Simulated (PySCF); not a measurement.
# What a mistake does to a calculation on CGe2H7O cation

All numbers below are calculated, not measured. They come from PySCF 2.14.0, an open-source quantum chemistry program, on an isolated molecule that a program drew, which may never have been made. The molecule is CGe2H7O cation (charge +1, singlet), drawn as the SMILES string `O[CH]([GeH2+])[GeH3]`.

Each row is a Hartree-Fock (HF) and frozen-core CCSD(T) single point in the cc-pVDZ basis, meant for a local HF minimum. Run 1 is clean. Each other run has one planted mistake out of seven kinds, and not every kind appears here: one electron removed, one electron added, multiplicity raised by two, geometry at a saddle point, minimal basis STO-3G, one bond length entered in bohr, all coordinates scaled. The reference is restricted for singlets and unrestricted otherwise, and also for a bond in bohr. Adding or removing an electron swaps singlet and doublet. Electrons count all cores. HOMO and LUMO are orbital energies over both spins, the gradient is its largest component, and the lowest frequency (negative if imaginary) is given only where the gradient is small. Bond lengths are over the 10 bonds as drawn. T1 is the CCSD diagnostic: over 0.02 (restricted) or 0.045 (unrestricted) a single reference is doubtful. Germanium has the cc-pVDZ-PP basis, with a core potential (ECP10MDF) in place of its 10 inner electrons, and its 3s, 3p and 3d shells are frozen in CCSD(T).

Geometry of the clean run:
```xyz
11
CGe2H7O cation, angstrom
O    -0.2755   -2.3889   -1.1387
C     0.0694   -1.5182   -0.1046
Ge   -1.4856   -1.0600    0.9194
Ge    0.8731    0.1544   -1.0075
H     0.0631   -3.2622   -0.9884
H     0.8621   -1.8782    0.5577
H    -2.8660   -1.4622    0.4436
H    -1.4148   -0.1354    2.1205
H    -0.2119    0.7237   -1.9100
H     2.0560   -0.4195   -1.7598
H     1.2555    1.1251    0.1046
```

| run | electrons | basis functions | <S^2> | HOMO (eV) | LUMO (eV) | gradient (hartree/bohr) | lowest frequency (cm^-1) | mean bond (Å) | longest bond (Å) | T1 | HF (hartree) | CCSD(T) (hartree) | mistake |
|---|---|---|---|---|---|---|---|---|---|---|---|---|---|
| 1 | 84 | 109 | 0.000 | -15.21 | -5.23 | 2.4e-05 | 94 | 1.5012 | 2.064 | 0.0162 | -703.25098 | -703.82435 | no fault |
| 2 | 84 | 109 | 0.837 | -15.35 | -5.43 | 1.2e-02 | - | 1.5856 | 2.064 | 0.0543 | -703.12662 | -703.68825 | one bond length entered in bohr |
| 3 | 84 | 109 | 0.000 | -15.44 | -5.12 | 9.6e-02 | - | 1.3961 | 1.919 | 0.0152 | -703.19179 | -703.75164 | all coordinates scaled |
| 4 | 85 | 109 | 0.766 | -6.79 | 2.07 | 3.3e-02 | - | 1.5012 | 2.064 | 0.0120 | -703.47194 | -704.05770 | one electron added |
| 5 | 83 | 109 | 0.770 | -21.87 | -11.85 | 4.6e-02 | - | 1.5012 | 2.064 | 0.0295 | -702.74913 | -703.30169 | one electron removed |
| 6 | 84 | 109 | 2.028 | -12.19 | -6.95 | 6.2e-02 | - | 1.5012 | 2.064 | 0.0153 | -703.16266 | -703.73238 | ? |

**Which mistake was planted in run 6, and what did it cost?**

Electrons, basis and geometry are unchanged, and <S^2> is 2.028, beside S(S+1) = 2.00 for a multiplicity of 3. So the mistake is: multiplicity raised by two. Subtracting run 1 and multiplying by 627.51 kcal/mol a hartree, the energy moved by 55.4 kcal/mol in HF and 57.7 kcal/mol in CCSD(T).

Cautions from the logs. Run 2: T1 is over the limit, so its CCSD(T) energy is less reliable.
